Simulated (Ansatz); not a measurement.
Frontier orbitals of CH4AlClO (`C[O][AlH][Cl]`).

Total charge 0; spin multiplicity 1. All single points use the PBE0-D4/def2-TZVP geometry. It is one conformer, not always the lowest. Basis def2-TZVPP, Ansatz.

Orbital energies of one run (eV). Highest occupied ones, from the top: -8.06, -8.19, -8.73, -9.11, -9.39, -11.04, -12.19, -12.23, -13.37, -18.64, -22.20, -27.60, -73.83, -73.91. Empty: -1.11, -0.46, 0.81, 1.35, 2.62, 2.96.

Question: Which functional gave them?
A. CAM-B3LYP
B. r2SCAN0
C. HSE06 (plane-wave form)
D. LC-ωPBE

Answer: C. HOMO energies: HSE06 -8.06, LC-ωPBE -11.32, CAM-B3LYP -9.93, r2SCAN0 -8.70 eV.

LC-ωPBE has ω = 0.4 bohr⁻¹.
